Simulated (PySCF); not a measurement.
H7NSi2, charge -1, doublet, at a GFN2-xTB geometry (a state made from the parent by changing its charge; the spin is typed, not shown lowest) (in this run its highest filled SCF level lies above zero, so its values depend strongly on the basis, on diffuse functions most of all). Base run: M062X/cc-pVDZ (PySCF).

Here is a job for PySCF.
```python
from pyscf import gto, scf, dft

mol = gto.Mole()
mol.atom = '''
    Si    1.61020685   -0.06981424    0.15318059
    N    -0.07554875   -0.50750015   -0.30506465
    Si   -1.51933345    0.33207287   -0.04579283
    H     2.17352014   -1.20371441   -0.73162066
    H     1.18092653    1.29518758    0.69180555
    H     2.10678990   -0.63600576    1.45820873
    H    -0.12425191   -1.28894166   -0.94326770
    H    -2.63063371   -0.55357444   -0.48159288
    H    -1.76361176    1.62045103   -0.75044676
    H    -1.68612541    0.64747801    1.38893781
'''
mol.basis = 'cc-pvdz'
mol.charge = -1
mol.spin = 1
mol.verbose = 3
mol.build()

mf = dft.UKS(mol)
mf.xc = 'm062x'
mf.kernel()
```

Variants of this job, named by their change:

| change | ΔE vs base (mEh) | grid points | electrons on the grid |
|---|---|---|---|
| base | 0.000 | 120920 | 43.00000 |
| grids.atom_grid = (30, 110) | 0.222 | 24672 | 43.00048 |
| grids.atom_grid = (75, 302) | 0.016 | 145504 | 42.99997 |
| grids.radi_method = mura_knowles | 0.010 | 115136 | 43.00000 |
| grids.becke_scheme = stratmann | -0.003 | 120920 | 43.00000 |
| grids.level = 7 | 0.005 | 609976 | 43.00000 |
| grids.radi_method = gauss_chebyshev | -0.022 | 118272 | 43.00000 |
| grids.level = 1 | -0.190 | 35248 | 43.00006 |
| grids.prune = dft.gen_grid.sg1_prune | -0.097 | 49272 | 43.00000 |
| grids.level = 0 | 153.5 | 8656 | 42.99679 |
| grids.level = 2 | 0.097 | 72448 | 42.99997 |

Open shells are given as the SCF converged; they aren't shown to be the lowest states, and a large step between rows can be another state.
